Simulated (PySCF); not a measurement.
## Spectroscopy problems

Rapidly exchanging positions averaged, one conformer, in vacuum, non-relativistic. Shieldings: GIAO PBE0/pcSseg-1; B3LYP/pcJ-1 coupling constants (spin–dipole term left out of most H,H and C,H couplings); geometry: PBE0-D3(BJ)/def2-SVP; PySCF 2.14.

References, each an isolated molecule treated in the same way: TMS for ¹H and ¹³C. Multiplet labels drop J under 1 Hz and among equivalent protons, and merge close values. Unscaled 3J(H,H) run several per cent high. Couplings to H on boron are left out. Carbons bonded to boron are broad in practice. Shifts are as computed. Against solution values, carbons near 30 ppm lie about +2 ppm off and those near 130 ppm about +5 ppm. Of 1313 compounds with measured shifts, 239 miss one by over three times the rms of a fit or turn the order of signals round; such compounds aren't used in these exercises. OH and NH positions are gas-phase values without hydrogen bonding to other molecules.

Question: CH₄B₃NO₃. ¹H NMR (500 MHz, computed): δ 13.34 (br s, 1H), 8.60 (s, 1H), 4.72 (br, 2H). ¹³C{¹H} NMR (computed): δ 187.0 (CH). What is it?

Answer: `InChI=1S/CH4B3NO3/c5-1-4-7-2-6-3-8-4/h1-3,5H/b5-1+`. Carbon types of the structure: 1 × CH, leaving 3 H on heteroatoms. δC 187.0: C=N carbon. δH 13.34: hydrogen on an imine nitrogen; exchangeable, gas-phase position. δH 8.60: hydrogen on a C=N carbon. δH 4.72: hydrogen on a boron bonded to 2 O, in a 6-membered ring.

The shifts were computed for this structure.

Question: CH₄B₃NO₃. ¹H NMR (600 MHz, computed): δ 8.29 (m, 1H), 8.10 (m, 1H), 4.58 (br, 2H). ¹³C{¹H} NMR (computed): δ 160.8 (CH2). What is it?

Answer: `O1B(N=C)OBOB1`. Carbon types of the structure: 1 × CH2, leaving 2 H on heteroatoms. δC 160.8: C=N carbon. δH 8.29, 8.10: hydrogen on a C=N carbon. δH 4.58: hydrogen on a boron bonded to 2 O, in a 6-membered ring.

The data come from this structure; uniqueness wasn't tested.
